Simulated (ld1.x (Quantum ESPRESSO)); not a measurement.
Before and after: TM potential for tellurium

Te (Z = 52), norm-conserving Troullier–Martins (Kleinman–Bylander form), made with ld1.x (Quantum ESPRESSO) 7.5 (BLYP, scalar-relativistic). Core [Kr] 4d10, reference 5s2 5p4. Waves: 5s (bound): rc 1.40 bohr; 5p (bound): rc 1.90 bohr; 5d channel at -0.1 Ry: rc 2.05 bohr. Local part: all-electron potential smoothed inside 1.90 bohr (lloc = -1). Core correction: a·sin(br)/r model core inside 1.45 bohr.

Change: wave 5p (bound): rc 1.90 bohr becomes 5p (bound): rc 2.70 bohr.

Cutoffs: the cutoffs (Ry, on a coarse ladder) from which the occupation-weighted sum of valence levels, in a spherical-Bessel basis at the reference potential, stays within 10 and 1 mRy of its value at 400 Ry; they do not see the model core or the augmentation charge, which bear on the density cutoff. Errors are all-electron minus pseudo energies relative to the spin-unpolarised reference configuration.

**Question.** How do hardness, ghosts and transferability respond?

**Answer.** The potential gets neither clearly harder nor softer (60 Ry and 160 Ry → 55 Ry and 160 Ry); the bound ghost in s disappears; of the 7 tests that both files solve, the error grows in 1 and shrinks in 2 by more than 15 % and 0.3 meV (median size 2.7 → 2.5 meV).

| quantity | base | changed |
| --- | --- | --- |
| cutoff, loose | 60 Ry | 55 Ry |
| cutoff, tight | 160 Ry | 160 Ry |
| loose cutoff by channel (10 mRy a level) | s 40 Ry, p 10 Ry | s 40 Ry, p 6 Ry |
| bound ghosts | s | none |
| error for 5s2 5p3, meV [ΔE 9.58 eV] | +0.3 | +0.5 |
| error for 5s2 5p2, meV [ΔE 27.39 eV] | +4.8 | +2.5 |
| error for 5s2 5p1, meV [ΔE 54.25 eV] | +9.7 | -8.9 |
| error for 5s1 5p4, meV [ΔE 19.46 eV] | -2.7 | +7.5 |
| error for 5s2 5p3.5, meV [ΔE 3.82 eV] | -0.3 | -0.3 |
| error for 5s0 5p6, meV [ΔE 18.83 eV] | -49 | -16 |
| error for 5s2 5p4.3, meV [ΔE -1.42 eV] | +0.6 | +0.7 |

 A true bound ghost makes a file unfit for plane-wave use even where its test errors are small: the radial tests pick states by their node count and pass the ghost by.
